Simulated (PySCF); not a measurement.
CH10O2Si3, SMILES OC[Si@H](O)[SiH2][SiH3].

The structure is a stationary point at B3LYP-D3(BJ)/def2-SVP. The structure was generated by enumeration; whether it is a known compound was not checked. The values are those of a single conformer.

Two levels are set side by side: PBE/def2-TZVP (PySCF) and M06-2X/def2-TZVP (PySCF). Same geometry, gas phase. Differences are taken from unrounded values.

```
quantity                     M06-2X
---------------------------  ------
orbital gap (eV)               9.06
highest occupied level (eV)   -8.47
lowest empty level (eV)        0.59
dipole moment (D)              3.40
```

### Question
What does PBE give, and how far is it from M06-2X? (An estimate is asked for; the answer gives what the named calculation found.)

### Answer

```
quantity                       PBE  PBE minus M06-2X
---------------------------  -----  ----------------
orbital gap (eV)              5.36             -3.70
highest occupied level (eV)  -6.37              2.10
lowest empty level (eV)      -1.01             -1.60
dipole moment (D)             3.30             -0.10
```

Without exact exchange PBE keeps part of each electron's self-repulsion, which lifts occupied levels and narrows the gap. Differences between two approximate levels are no errors against the true value.

Rough cost on one machine, each run with all the roots and properties that it gave: M06-2X against PBE within a factor of 2.
